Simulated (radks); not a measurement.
The numbers below are computed, except where a source is named.
All-electron atom: Cd+ in [Kr] 4d9.5 5s1.5 (fractional occupations, a model configuration). Level of theory: scalar-relativistic Kohn-Sham, PBE, spin-polarised, spherical densities, finite nucleus; open shells are filled with parallel spins first (spin-orbit coupling, left out, can overturn this in heavy ions); Fermi nuclear charge, rms radius 4.6087 fm (a radial shooting solver on a logarithmic mesh with Libxc functionals). Some entries of the table are withheld. Estimate them.

orbital  occ.  eigenvalue (eV)  r(max) (bohr)
1s up       1        -26535.83        0.01968
1s down     1        -26535.81        0.01968
2s up       1        -3949.494         0.1112
2s down     1        -3949.386         0.1112
2p up       3        -3545.107        0.08899
2p down     3        -3545.023        0.08899
3s up       1        -745.4823         0.3239
3s down     1        -745.4195         0.3239
3p up       3        -612.8201         0.3171
3p down     3        -612.7495         0.3171
3d up       5        -405.2101         0.2658
3d down     5        -405.1081         0.2658
4s up       1        -117.4356         0.7951
4s down     1        -117.0261         0.7949
4p up       3         -78.4135         0.8448
4p down     3         -77.9852         0.8446
4d up       5         -22.7489            (1)
4d down   4.5         -22.2584            (2)
5s up       1              (3)          2.199
5s down   0.5              (4)          2.203

Answer. 
(1) 4d up r(max) (bohr): 0.9761
(2) 4d down r(max) (bohr): 0.9753
(3) 5s up eigenvalue (eV): -14.0929
(4) 5s down eigenvalue (eV): -13.5242
